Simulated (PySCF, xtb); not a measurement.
C4H10OSi, SMILES C=C[C@H]([SiH3])CO. One conformer was computed; it need not be the lowest.

Harmonic wavenumbers (cm⁻¹) from xtb 6.7.1 with GFN2-xTB at its own minimum, in rising order: 67, 93, 142, 182, 235, 286, 364, 427, 507, 545, 566, 660, 758, 771, 783, 809, 878, 882, 975, 998, 1019, 1087, 1112, 1163, 1200, 1258, 1301, 1321, 1345, 1419, 1489, 1704, 2249, 2269, 2310, 2876, 2958, 2985, 3025, 3099, 3124, 3549.

What does PBE0-D3(BJ)/def2-SVP in PySCF give at its own minimum? (An estimate is asked for; the answer gives what the named calculation found.)

75, 98, 161, 197, 236, 275, 340, 376, 528, 574, 616, 721, 792, 869, 917, 935, 939, 955, 983, 990, 1034, 1111, 1148, 1176, 1226, 1277, 1317, 1376, 1402, 1432, 1485, 1730, 2227, 2232, 2243, 3014, 3073, 3119, 3132, 3160, 3263, 3882. Paired by order, the mean absolute difference is 55 cm⁻¹ and the zero-point energies are 78.3 and 81.0 kcal/mol.
